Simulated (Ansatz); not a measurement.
Frontier orbitals of `F[SiH]1BC1`.

Z-matrix (Å, degrees):
```
Si
B 1 1.887
C 1 2.007 2 44.8
F 1 1.601 2 125.6 3 74.0
H 1 1.483 2 129.7 3 -102.1
H 2 1.186 1 139.7 3 132.6
H 3 1.099 1 81.4 2 135.4
H 3 1.089 1 144.8 2 -112.2
```

Total charge 0; spin multiplicity 1. The structure was optimised at the PBE0-D4/def2-TZVP level. Basis def2-TZVPP, Ansatz.

Orbital energies of one run (eV). Highest occupied ones, from the top: -7.19, -8.28, -10.62, -11.43, -12.30, -12.93, -13.39, -14.15, -15.59, -20.56, -33.49, -100.75, -100.86, -100.90. Empty: -1.68, -0.23, 1.02, 1.55, 1.82, 1.97.

(1) Which functional gave them?
A. LDA (SPW92)
B. BHLYP
C. PBE0
D. LC-ωPBE

Results:

(1) C. HOMO energies: PBE0 -7.19, BHLYP -8.13, LC-ωPBE -9.77, LDA (SPW92) -6.22 eV.

LC-ωPBE has ω = 0.4 bohr⁻¹.
